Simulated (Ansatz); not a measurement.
C$_{2}$H$_{9}$AlOSi, SMILES `[CH3][Al]([SiH3])[CH2]O`, relaxed with RKS PBE-D4/def2-SVP in Ansatz from a rough embedded geometry. The force threshold is 0.03 eV/Å; the program also tests the step.

Total charge 0; spin multiplicity 1.

Start:

```xyz
14

C     1.107   -1.639    0.505
Al    0.148   -0.066   -0.075
Si    1.009    1.182   -1.842
C    -1.544    0.560    0.792
O    -1.879   -0.414    1.822
H     1.220   -2.404   -0.267
H     2.144   -1.364    0.894
H     0.576   -2.104    1.405
H     0.167    2.343   -2.144
H     1.143    0.365   -3.071
H     2.369    1.701   -1.505
H    -2.339    0.504    0.019
H    -1.424    1.465    1.250
H    -2.695   -0.129    2.216
```

Problem. By how much does the energy fall, and how many steps does the optimiser take? (Best estimate.)

Solution. Computed: 10.94 kcal/mol, in 5 steps.

Problem. Which bonds change most? (Estimate.)

Solution. The calculation gave: Al2–Si3 from 2.327 to 2.471 Å; C4–H13 from 1.022 to 1.124 Å; Si3–H9 from 1.466 to 1.511 Å; C1–H8 from 1.143 to 1.109 Å.

Problem. Give the relaxed structure. (Estimate.)

Solution. Computed: 
```xyz
14

C     1.100   -1.702    0.592
Al    0.144   -0.103   -0.032
Si    1.026    1.253   -1.901
C    -1.557    0.474    0.825
O    -1.872   -0.431    1.881
H     1.258   -2.433   -0.230
H     2.112   -1.440    0.973
H     0.542   -2.204    1.408
H     0.175    2.449   -2.256
H     1.173    0.436   -3.165
H     2.408    1.785   -1.591
H    -2.354    0.526    0.035
H    -1.444    1.536    1.173
H    -2.712   -0.146    2.288
```
